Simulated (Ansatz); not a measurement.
Isolated molecules relaxed with PBE0-D4/def2-TZVP in Ansatz; ΔE leaves out vibrations. CCSD(T)/CBS is the MP2 limit (def2-TZVPP, def2-QZVPP) plus CCSD(T) − MP2 in def2-TZVPP, frozen cores. Functionals use def2-TZVPP. B3LYP here is the variant with VWN-RPA as its local correlation; programs differ in this. For Ge outer-core shells are correlated without core-valence functions, which leaves a few kJ/mol of doubt a bond. Scalar relativity is left out up to krypton. One conformer a species, not always the lowest.

`[GeH3][SiH]1BO1` + `[SiH3]SS` → `S[S][GeH3]` + `[SiH3][SiH]1BO1`  (redistribution)

| species | B3LYP-D4 energy (Eh) |
| --- | --- |
| `[GeH3][SiH]1BO1` | -2469.72552 |
| `[SiH3]SS` | -1088.40506 |
| `S[S][GeH3]` | -2875.92780 |
| `[SiH3][SiH]1BO1` | -682.19411 |

(1) Work out ΔE.

Largest T1 diagnostic among the species: 0.017.

Results:

(1) ΔE = (-2875.92780) + (-682.19411) − (-2469.72552) − (-1088.40506) = 0.00867 Eh = +5.4 kcal/mol. CCSD(T)/CBS gives +6.3 kcal/mol.

At CCSD(T), def2-SVP lies −1.7 kcal/mol from the extrapolated value and def2-TZVPP −0.6 kcal/mol. Leaving LDA and LC-ωPBE aside and taking each functional with its dispersion term where it has one, the values, not all of them listed here, spread over 1.8 kcal/mol, from B97M-V to ωB97M-V.
